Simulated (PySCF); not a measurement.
Ligand exchange on a metal centre used in film growth or etching (Ti F-NH2). Isolated molecules, 0 K electronic values unless said otherwise. One relaxed conformer stands for each flexible species; it need not be the lowest. All members: neutral, multiplicity 1. Level: B3LYP-D3(BJ)/def2-TZVP // r2SCAN-D4/def2-SVP (PySCF), beside PBE-D3(BJ)/def2-TZVP // r2SCAN-D4/def2-SVP (PySCF) at the same geometries. B3LYP has the VWN-RPA correlation part, as in Gaussian. 

```json
[
 {"species": "[Ti(F)3(NH2)]", "HOMO–LUMO gap, PBE (eV)": "3.61", "HOMO–LUMO gap, B3LYP-D3(BJ) (eV)": "5.55"},
 {"species": "[Ti(F)2(NH2)2]", "HOMO–LUMO gap, PBE (eV)": "3.70", "HOMO–LUMO gap, B3LYP-D3(BJ) (eV)": "5.60"},
 {"species": "[Ti(NH2)4]", "HOMO–LUMO gap, PBE (eV)": "3.76", "HOMO–LUMO gap, B3LYP-D3(BJ) (eV)": "withheld"},
 {"species": "[Ti(F)(NH2)3]", "HOMO–LUMO gap, PBE (eV)": "3.86", "HOMO–LUMO gap, B3LYP-D3(BJ) (eV)": "5.71"},
 {"species": "[Ti(F)4]", "HOMO–LUMO gap, PBE (eV)": "6.46", "HOMO–LUMO gap, B3LYP-D3(BJ) (eV)": "8.82"}
]
```

Q: Fit y = a + b·x, y being the HOMO–LUMO gap at the first level, to the 4 complete rows by least squares, with x = the PBE value in eV. Give a, b and the rms residual, and predict the withheld value.

A: Means of the 4 rows: x̄ = 4.4075, ȳ = 6.42 eV. Σ(x − x̄)² = 5.6491 and Σ(x − x̄)(y − ȳ) = 6.5887, so b = 1.166 and a = ȳ − b·x̄ = 1.281 eV. The rms residual is 0.047 eV. At x = 3.76 the line gives 5.67 eV. The run for [Ti(NH2)4] gave 5.63 eV, so the line is off by 0.04 eV, within twice the rms residual.

Codes: PySCF.
